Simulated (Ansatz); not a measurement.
A geometry relaxed with PBE0-D3(BJ)/def2-TZVP run with Ansatz (an electronic-structure program), charge 0, multiplicity 1:

```xyz
6

Si     0.9590    -0.2012     0.5427
Cl    -2.1063     1.5427    -0.4407
Cl     2.1228     1.4851     0.5464
H     -1.8340    -1.3200    -0.2519
H      1.8194    -1.3543     0.1586
Si    -0.9609    -0.1524    -0.5551
```

**Question.** Write the SMILES of this molecule.

**Answer.** `Cl/[SiH]=[SiH]\Cl`
